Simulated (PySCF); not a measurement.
**Simulated absorption spectrum**

C2H7NOSi.
Z-matrix (Å and degrees, GFN2-xTB geometry), rows numbered from 1:
```
N 
C   1  1.2527
C   2  1.4981  1  120.60
O   3  1.3928  2  110.22  1   161.27
Si  4  1.6220  3  129.01  2  -170.66
H   1  1.0174  2  115.56  3   179.02
H   2  1.0978  1  126.08  3  -179.76
H   3  1.0998  2  108.32  1   -78.45
H   3  1.0957  2  109.58  1    38.28
H   5  1.4522  4   98.85  3   177.90
H   5  1.4664  4  111.27  3   -62.43
H   5  1.4655  4  110.79  3    57.65
```

Computed, not measured: PySCF, TDDFT CAM-B3LYP/def2-SVPD, vertical, gas phase, core orbitals frozen in the response.

Computed states:

```json
{"state": "S1", "E (eV)": "5.22", "f": "0.0019"}
{"state": "S2", "E (eV)": "7.08", "f": "0.0080"}
{"state": "S3", "E (eV)": "7.31", "f": "0.0029"}
{"state": "S4", "E (eV)": "7.40", "f": "0.043"}
{"state": "S5", "E (eV)": "7.74", "f": "0.0065"}
{"state": "S6", "E (eV)": "7.94", "f": "0.012"}
{"state": "S7", "E (eV)": "8.11", "f": "0.0022"}
{"state": "S8", "E (eV)": "8.21", "f": "0.030"}
```

Broadening: Gaussians 0.25 eV wide at half height, area fixed by f = 4.319×10⁻⁹ ∫ε dν̃. The cross-section is σ = 3.8235×10⁻²¹ ε cm², given in Mb (10⁻¹⁸ cm²). The width is an assumption, not a result. The curve ends short of the highest state used, and states not computed would add to its high-energy end.

Question: What does the envelope look like, and where are its maxima?

Answer: 
| E (eV) | σ (Mb) |
| --- | --- |
| 4.85 | 0.00 |
| 4.91 | 0.01 |
| 4.98 | 0.06 |
| 5.04 | 0.18 |
| 5.10 | 0.40 |
| 5.17 | 0.69 |
| 5.23 | 0.77 |
| 5.30 | 0.59 |
| 5.36 | 0.33 |
| 5.43 | 0.11 |
| 5.49 | 0.03 |
| 5.55 | 0.01 |
| 5.62 | 0.00 |
| 5.68 | 0.00 |
| 5.75 | 0.00 |
| 5.81 | 0.00 |
| 5.88 | 0.00 |
| 5.94 | 0.00 |
| 6.00 | 0.00 |
| 6.07 | 0.00 |
| 6.13 | 0.00 |
| 6.20 | 0.00 |
| 6.26 | 0.00 |
| 6.33 | 0.00 |
| 6.39 | 0.00 |
| 6.45 | 0.00 |
| 6.52 | 0.00 |
| 6.58 | 0.00 |
| 6.65 | 0.00 |
| 6.71 | 0.01 |
| 6.78 | 0.06 |
| 6.84 | 0.26 |
| 6.90 | 0.80 |
| 6.97 | 1.96 |
| 7.03 | 3.05 |
| 7.10 | 3.74 |
| 7.16 | 4.27 |
| 7.23 | 6.96 |
| 7.29 | 11.95 |
| 7.35 | 17.17 |
| 7.42 | 18.41 |
| 7.48 | 14.13 |
| 7.55 | 7.41 |
| 7.61 | 3.97 |

Maxima: 237 nm (5.22 eV), ε about 200, made up of S1 (100%); 168 nm (7.40 eV), ε about 4900, made up of S4 (95%) (ε in L mol⁻¹ cm⁻¹; maxima over ε = 5, shares over 10%).

Question: What would ε be at 7.40 eV, the highest of these maxima, with half the width (0.125 eV)?

Answer: About 9520 L mol⁻¹ cm⁻¹ against 4920, a factor of about 1.9; a lone state at its own centre would give exactly 2.

Question: On this curve, what absorbance would a 10⁻⁵ mol/L sample give at 248 nm over a 1 cm path?

Answer: 248 nm is 4.999 eV, where ε is about 23 L mol⁻¹ cm⁻¹, so A = ε c l ≈ 0.00023 (Beer–Lambert, with the gas-phase spectrum and the assumed width).

Question: Coming from long wavelengths, where does ε first pass 100 L mol⁻¹ cm⁻¹?

Answer: At about 243 nm (5.10 eV), 0.13 eV below S1.

One conformer stands for the species.
